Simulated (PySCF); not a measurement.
## Ionisation energy along the 21-electron series

Calculated with PySCF 2.14 and a two-component X2C-1e Hamiltonian (Gaussian nucleus, no Breit or QED terms), each ion in its own even-tempered basis scaled to its charge; GMP2 freezes [Ne] and drops the highest virtual spinors. Values in eV. NIST values: (m) measured, (s) semi-empirical, (t) theoretical.

```
  ion  configuration  GHF (spin-free)  GMP2 (spin-free)  GHF (screened spin-orbit)  GMP2 (screened spin-orbit)          NIST
Rh²⁴⁺       [Ar] 3d3           1201.0            1201.1                     1200.7                      1200.9  1202 ± 4 (t)
Pd²⁵⁺       [Ar] 3d3           1289.7            1289.8                     1289.5                      1289.7  1290 ± 4 (t)
Ag²⁶⁺       [Ar] 3d3           1381.5            1381.6                     1381.4                      1381.6  1382 ± 4 (t)
```

Between Z = 45 and Z = 47 the GMP2 (screened spin-orbit) value grows as Z to the power 3.22.
